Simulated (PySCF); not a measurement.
## Excitation energy of O²⁺ by level of theory

O²⁺ [He] 2s2 2p2 (3P) → O²⁺ [He] 2s1 2p2 3s1 (5P), as a difference of total energies. Computed with PySCF 2.14 in aug-cc-pVDZ (4s3p2d, 23 functions), with the non-relativistic Hamiltonian (point nucleus). Correlated levels: valence: 1s2 frozen. The calculations carry no spin-orbit coupling.

```tsv
method	excitation energy (eV)
UHF	40.169
MP2 (valence)	41.404
SCS-MP2 (valence)	41.722
CCSD (valence)	41.910
CCSDT (valence)	41.931
```

Q: Estimate what CCSD(T) (valence) gives.

A: 41.927 eV, closest to CCSDT (valence) among the rows shown.

Q: Estimate what FCI (valence) gives.

A: 41.931 eV, closest to CCSDT (valence) among the rows shown.

The promoted electron is Rydberg-like, and one or two diffuse shells describe it only roughly, which tends to raise the upper state.
